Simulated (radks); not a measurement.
Question: The caesium ion Cs2+, configuration [Kr] 4d10 5s2 5p4.5 6p0.5 (fractional occupations, a model configuration). Method: scalar-relativistic Kohn-Sham, OLYP, spin-polarised, spherical densities, finite nucleus; open shells are filled with parallel spins first (spin-orbit coupling, left out, can overturn this in heavy ions); Fermi nuclear charge, rms radius 4.8041 fm; computed with a radial shooting solver on a logarithmic mesh with Libxc functionals. Some entries of the table are withheld. Estimate them.

orbital,occ.,eigenvalue (hartree),r(max) (bohr)
1s up,1,-1316.153,0.01679
1s down,1,-1316.149,0.01679
2s up,1,-207.2599,0.09489
2s down,1,-207.2582,0.09489
2p up,3,-186.0404,0.07619
2p down,3,-186.0374,0.07619
3s up,1,-43.71197,0.2725
3s down,1,-43.70928,0.2725
3p up,3,-36.88167,0.2665
3p down,3,-36.87854,0.2665
3d up,5,-26.86600,0.2202
3d down,5,-26.86298,0.2202
4s up,1,-8.85720,0.6421
4s down,1,-8.85241,0.6422
4p up,3,-6.67048,0.6724
4p down,3,-6.66576,0.6726
4d up,5,-3.48648,0.7195
4d down,5,-3.47892,0.7197
5s up,1,-1.68547,1.529
5s down,1,-1.63006,1.523
5p up,3,(1),1.730
5p down,1.5,(2),1.730
5d up,0,-0.52057,2.306
5d down,0,-0.49598,2.405
6s down,0,(3),3.782
6s up,0,(4),3.689
6p up,0.5,-0.36374,(5)

Answer: 
(1) 5p up eigenvalue (hartree): -1.16503
(2) 5p down eigenvalue (hartree): -1.11004
(3) 6s down eigenvalue (hartree): -0.49183
(4) 6s up eigenvalue (hartree): -0.47903
(5) 6p up r(max) (bohr): 4.478
